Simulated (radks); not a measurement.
Neutral aluminium inside a hard spherical wall (all orbitals vanish at R), configuration held at [Ne] 3s2 3p1 and not refilled when levels cross. Method: non-relativistic Kohn-Sham, PBE, spin-unpolarised, spherical densities, point nucleus; computed with a radial shooting solver on a logarithmic mesh with Libxc functionals. Eigenvalues in eV, with the zero of energy where the potential of the charges vanishes at infinity; a dash marks a level that is unbound or too diffuse for the functional's potential to be trusted. A positive occupied level is held by the wall or, in an anion where self-interaction has pushed it up, behind a barrier. The pressure on the wall is -dE/dV.

| R (bohr) | E (hartree) | kinetic (hartree) | e(2s) | e(2p) | e(3s) | e(3p) | e(4s, empty) | e(4p, empty) | pressure (GPa) |
|---|---|---|---|---|---|---|---|---|---|
| free | -242.22496 | 241.831 | -107.72 | -69.683 | -7.730 | -2.720 | - | - | 0 |
| 15 | -242.22495 | 241.831 | -107.71 | -69.681 | -7.728 | -2.718 | -0.176 | 0.721 | 0.000102 |
| 12 | -242.22481 | 241.832 | -107.69 | -69.659 | -7.712 | -2.701 | 0.180 | 1.455 | 0.00228 |
| 10 | -242.22404 | 241.838 | -107.62 | -69.582 | -7.657 | -2.636 | 0.867 | 2.632 | 0.0193 |
| 8 | -242.21928 | 241.866 | -107.32 | -69.280 | -7.453 | -2.368 | 2.723 | 5.366 | 0.194 |
| 6 | -242.18406 | 242.042 | -106.02 | -67.981 | -6.573 | -1.138 | 8.681 | 12.907 | 2.79 |
| 4 | -241.83901 | 243.292 | -100.16 | -62.104 | -1.364 | 5.740 | 34.256 | 41.107 | 68.2 |
| 3.5 | -241.50806 | 244.284 | -96.790 | -58.726 | 2.752 | 10.831 | 51.467 | 58.950 | 174 |
| 2.5 | -239.37823 | 249.794 | -84.388 | -46.192 | 26.241 | 37.439 | 134.36 | 140.30 | 1630 |
| 2 | -235.73518 | 258.586 | -71.385 | -32.642 | 63.521 | 75.777 | 244.85 | 243.19 | 6820 |
| 1.5 | -224.47714 | 284.449 | -42.070 | -1.108 | 169.80 | 175.70 | 516.12 | 484.66 | 42000 |
